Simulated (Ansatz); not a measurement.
Compare A (`Cc1ccnc(C)c1`) with its isomer B (`Cc1cncc(C)c1`).

Isolated molecules relaxed with PBE0-D4/def2-TZVP in Ansatz; ΔE leaves out vibrations. CCSD(T)/CBS is the MP2 limit (def2-TZVPP, def2-QZVPP) plus CCSD(T) − MP2 in def2-TZVPP, frozen cores. Functionals use def2-TZVPP. B3LYP here is the variant with VWN-RPA as its local correlation; programs differ in this.

A:

Z-matrix (Å, degrees):
```
C
C 1 1.496
H 1 1.092 2 111.2
H 1 1.091 2 111.5 3 -121.2
H 1 1.094 2 110.5 3 119.0
C 2 1.388 1 121.6 3 138.7
C 2 1.390 1 121.4 3 -42.2
C 6 1.391 2 120.3 1 178.9
H 6 1.085 2 120.0 1 -1.2
C 7 1.384 2 118.9 1 -178.9
H 7 1.085 2 120.9 1 1.2
C 8 1.496 6 121.4 2 180.0
N 8 1.333 6 122.1 2 0.1
H 10 1.087 7 120.0 2 -179.9
H 12 1.092 8 110.1 6 121.4
H 12 1.093 8 110.1 6 -120.9
H 12 1.091 8 111.8 6 0.3
```

B:

```xyz
17

C     2.5149   -0.7050   -0.0071
C     1.0336   -0.5960    0.1715
C     0.3128   -1.5758    0.8474
N    -0.9987   -1.5356    1.0373
C    -1.6589   -0.4940    0.5507
C    -1.0611    0.5535   -0.1435
C    -1.8674    1.7006   -0.6651
C     0.3129    0.4811   -0.3256
H     3.0324    0.1439    0.4476
H     2.9002   -1.6171    0.4512
H     2.7861   -0.7210   -1.0662
H     0.8326   -2.4401    1.2558
H    -2.7338   -0.4832    0.7190
H    -1.5388    2.6472   -0.2275
H    -1.7693    1.7932   -1.7500
H    -2.9263    1.5744   -0.4338
H     0.8287    1.2740   -0.8619
```

Which is lower in electronic energy at CCSD(T)/CBS, and by how much? (Estimate.)

The calculation gave: A, by 10.3 kJ/mol.

Give E(B) − E(A) in kJ/mol with LDA (SPW92), CCSD(T)/def2-TZVPP, MP2/def2-TZVPP, B3LYP, r2SCAN-D4, B3LYP-D4, HF/def2-TZVPP. (Estimate.)

The calculation gave: LDA (SPW92) 9.5, CCSD(T)/def2-TZVPP 9.6, MP2/def2-TZVPP 6.6, B3LYP 10.0, r2SCAN-D4 10.5, B3LYP-D4 10.0, HF/def2-TZVPP 15.1. None reverses the order clearly.

Largest T1 diagnostic: 0.012.

In def2-TZVPP, CCSD(T) changes the Hartree–Fock value by −5.5 kJ/mol (the triples alone add −0.5 kJ/mol) and MP2 by −8.5 kJ/mol. Leaving LDA and LC-ωPBE aside and taking each functional with its dispersion term where it has one, the values, not all of them listed here, spread over 2.8 kJ/mol, from PBE-D4 to BHLYP-D4.
